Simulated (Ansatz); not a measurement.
Consider the atomization: `NC(O)N[SiH3]` → C• + 8 H• + 2 N• + O• + Si•.

Isolated molecules relaxed with PBE0-D4/def2-TZVP in Ansatz; ΔE leaves out vibrations. CCSD(T)/CBS adds triple-zeta CCSD(T) − MP2 to the extrapolated MP2 energy (def2 sets, frozen cores). This one scheme is used for every species, atoms too. Functionals use def2-TZVPP. B3LYP here is the variant with VWN-RPA as its local correlation; programs differ in this. HSE06 is defined as in plane-wave codes. Open shells (•) are unrestricted, without spin–orbit coupling. Spin–orbit coupling would lower the free atoms: a little for C, O, Si. One conformer a species, not always the lowest.

```json
{"level": "LDA (SPW92)", "ΔE (kcal/mol)": "1250.1", "difference from CCSD(T)/CBS": "165.9"}
{"level": "B97M-V", "ΔE (kcal/mol)": "1080.7", "difference from CCSD(T)/CBS": "-3.5"}
{"level": "B3LYP-D4", "ΔE (kcal/mol)": "1085.6", "difference from CCSD(T)/CBS": "1.4"}
{"level": "r2SCAN0-D4", "ΔE (kcal/mol)": "1059.4", "difference from CCSD(T)/CBS": "-24.8"}
{"level": "HSE06-D4", "ΔE (kcal/mol)": "1080.1", "difference from CCSD(T)/CBS": "-4.1"}
{"level": "PBE", "ΔE (kcal/mol)": "1096.9", "difference from CCSD(T)/CBS": "12.7"}
{"level": "r2SCAN", "ΔE (kcal/mol)": "1076.5", "difference from CCSD(T)/CBS": "-7.7"}
{"level": "B3LYP", "ΔE (kcal/mol)": "1076.3", "difference from CCSD(T)/CBS": "-7.9"}
{"level": "r2SCANh", "ΔE (kcal/mol)": "1068.8", "difference from CCSD(T)/CBS": "-15.4"}
{"level": "CAM-B3LYP", "ΔE (kcal/mol)": "1087.0", "difference from CCSD(T)/CBS": "2.8"}
{"level": "CCSD/def2-SVP", "ΔE (kcal/mol)": "997.7", "difference from CCSD(T)/CBS": "-86.5"}
{"level": "HF/def2-TZVPP", "ΔE (kcal/mol)": "741.3", "difference from CCSD(T)/CBS": "-342.9"}
{"level": "SCS-MP2/def2-TZVPP", "ΔE (kcal/mol)": "1066.6", "difference from CCSD(T)/CBS": "-17.6"}
{"level": "CCSD(T)/def2-TZVPP", "ΔE (kcal/mol)": "1050.4", "difference from CCSD(T)/CBS": "-33.8"}
{"level": "HF/CBS(def2)", "ΔE (kcal/mol)": "743.7", "difference from CCSD(T)/CBS": "-340.5"}
{"level": "CCSD/CBS(def2)", "ΔE (kcal/mol)": "1067.9", "difference from CCSD(T)/CBS": "-16.3"}
{"level": "CCSD(T)/CBS", "ΔE (kcal/mol)": "1084.2", "difference from CCSD(T)/CBS": "0"}
```

Largest T1 diagnostic among the species: 0.012.

From PBE to PBE0 (25 % exact exchange), in def2-TZVPP and without D4, ΔE moves by −22.6 kcal/mol: exact exchange takes away binding that semilocal exchange gives to molecules. Leaving LDA and LC-ωPBE aside and taking each functional with its dispersion term where it has one, the values, not all of them listed here, spread over 53.6 kcal/mol, from BHLYP-D4 to PBE-D4. LDA lies +153.3 kcal/mol from PBE without D4, its usual overbinding.

For atomizations the MP2-based limit and the directly extrapolated one differ by several kJ/mol either way, and by 10 to 25 for some Ge, Se and Sn compounds, so smaller differences from it don't rank the levels.
